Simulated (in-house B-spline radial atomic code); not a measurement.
## Ionising Cr³⁺ with different functionals

Computed with a radial B-spline atomic code at the basis-set limit: four-component Dirac-Coulomb Hamiltonian, Fermi nucleus of rms radius 3.6452 fm, spin-restricted, spherical fractional occupations for the functionals, and exact exchange of hybrids averaged over the configuration. The ionisation energy is the difference of two self-consistent energies, [Ar] 3d3 → [Ar] 3d2, without Breit or QED terms; ε is the level of the shell that loses the electron (mean over j). The electron is taken from both j subshells in proportion to 2j + 1, so the result is a j average, not the step between ground levels.

| method | rung | ΔSCF (eV) | -ε(3d) (eV) |
| --- | --- | --- | --- |
| B3LYP | global hybrid | ? | ? |
| HSE06 | range-separated hybrid | ? | ? |
| CAM-B3LYP | range-separated hybrid | 48.42 | 43.35 |
| wB97X | range-separated hybrid | 48.01 | 44.06 |

Problem. What does HSE06 give?

Solution. ΔSCF 48.24 eV, and -ε(3d) = 41.29 eV.

Problem. What does B3LYP give?

Solution. ΔSCF 48.43 eV, and -ε(3d) = 41.36 eV.

Problem. Among the functionals, which spreads more, the ΔSCF values or the orbital energies?

Solution. The orbital energies: ΔSCF values span about 0.42 eV and the orbital energies 2.78 eV; here energy differences depend much less on the functional than eigenvalues do.

Problem. How do they compare with the NIST value?

Solution. NIST lists 49.16 eV ± 0.05 (semi-empirical, ground level to ground level). Errors run from -1.15 to -0.73 eV. The correlated functionals all miss on the same side by more than they spread, so the cause is common to them (Breit-QED terms, spin polarisation, the choice among j levels, multiplet and fine-structure energies, or a listed next ion that isn't the cheapest removal here) and closeness doesn't rank the functionals.
